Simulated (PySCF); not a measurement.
pyrimidine-2-carbonitrile (C5H3N3), SMILES c1ccnc(C#N)n1.

Coordinates come from a B3LYP-D3(BJ)/def2-SVP optimisation.

Vertical ionisation energy (IE) and electron affinity (EA) in eV. Rows of orbital energies are one-electron estimates. Where ΔSCF, EOM or ADC give a negative EA the extra electron is unbound and the value depends on the basis.

```
level                                           IE    EA
-------------------------------------------  -----  ----
−ε(HOMO), −ε(LUMO), ωB97X/def2-TZVP (PySCF)  10.67  0.27
−ε(HOMO), −ε(LUMO), PBE/def2-TZVP (PySCF)     6.59  3.25
```
